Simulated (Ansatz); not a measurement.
Ideal-gas functions of CH5AlOSi, SMILES `[CH2]1O[SiH2][AlH]1` at 600 K and 1 bar, from an Ansatz frequency run at PBE0-D4/def2-TZVP.

Molar mass 88.12 g/mol, point group Cs (symmetry number 1), electronic degeneracy 1, moments of inertia 72.599, 116.736, 180.498 u Å². Harmonic wavenumbers (cm⁻¹, unscaled): 80, 316, 382, 392, 416, 526, 617, 635, 671, 746, 809, 966, 1020, 1197, 1220, 1458, 1903, 2179, 2181, 3022, 3063.

Use S(trans) = R[1.5 ln M + 2.5 ln T − 1.1517]; rotational temperatures θ = 24.2544 K / I; S(rot) = R[ln(√π/σ · √(T³/θAθBθC)) + 1.5]; for each mode x = 1.438777 ν̃/T, S = R[x/(eˣ − 1) − ln(1 − e⁻ˣ)] and H = RT x/(eˣ − 1); 1 cm⁻¹ = 0.0119627 kJ/mol; R = 8.31446 J/(mol·K).

Question: By hand: the entropy, in J/(mol·K).

Answer: Translation 179.2. Rotation: θ = 0.3341, 0.2078, 0.1344 K, giving 116.4. Vibration, mode by mode: 22.06, 10.82, 9.33, 9.13, 8.67, 6.91, 5.78, 5.58, 5.20, 4.51, 4.00, 2.97, 2.68, 1.92, 1.84, 1.16, 0.49, 0.28, 0.28, 0.05, 0.04, in all 103.7. Electronic 0.0. Sum 399.3 J/(mol·K).

Question: By hand: H − E and G − E in kJ/mol, counted from the electronic energy.

Answer: Zero-point energy ½ × 23799 × 0.0119627 = 142.4; thermal vibration 34.3; translation, rotation and pV give 4 RT = 20.0. H − E = 196.7 kJ/mol, and G − E = 196.7 − 600 × 399.3/1000 = -42.9 kJ/mol.

Vibration gives 26 % of the entropy, 22.1 J/(mol·K) of it from the mode under 150 cm⁻¹: soft modes count most, and the harmonic formula is weakest for them.
